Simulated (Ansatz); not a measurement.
The cluster Zn2Br4⁻. The state is a doublet with charge -1. Geometry r2SCAN-D4/def2-SVP, that of the neutral singlet; atoms count from 1.

```xyz
6

Zn   -0.910   -0.997   -0.877
Zn    0.898    0.988    0.900
Br   -2.141   -2.349   -2.174
Br    1.502   -0.675   -0.770
Br   -1.510    0.625    0.833
Br    2.161    2.408    2.089
```

The highest occupied level of the charge -1 doublet lies above zero (up to 0.76 eV). By energy differences its removal costs 0.56 eV (vertical, to the charge 0 singlet, at PBE0-D4/def2-TZVPD); a positive level beside a positive removal energy at the same level points to self-interaction error. The structure comes from a short search, and lower isomers may exist.

Estimate the Mulliken populations from the PBE0/def2-TZVPD orbitals of Ansatz.


| atom | charge (e) | spin (α − β) | d electrons |
| --- | --- | --- | --- |
| Zn1 | -0.31 | 0.71 | 10.10 |
| Zn2 | -0.31 | 0.71 | 10.10 |
| Br3 | -0.19 | -0.06 | – |
| Br4 | -0.01 | -0.14 | – |
| Br5 | 0.01 | -0.15 | – |
| Br6 | -0.19 | -0.06 | – |
Mulliken values and Mayer orders depend strongly on the basis. With diffuse functions, as here, like atoms can get unlike values, and bond orders can come out too low or too high.

Where does the spin sit?

Summed by element: Zn 1.41, Br -0.41, of 1 unpaired in all. Largest on single atoms: Zn1 0.71, Zn2 0.71, Br5 -0.15.

And the Mayer bond orders between bonded heavy atoms (over 0.3)?

Zn1–Br3 0.62 (2.24 Å); Zn2–Br6 0.62 (2.24 Å). Values over 0.3 also appear between atoms too far apart for a bond (Zn1–Zn2 1.14 at 3.22 Å); they arise where an orbital or an unpaired electron spreads over both atoms.
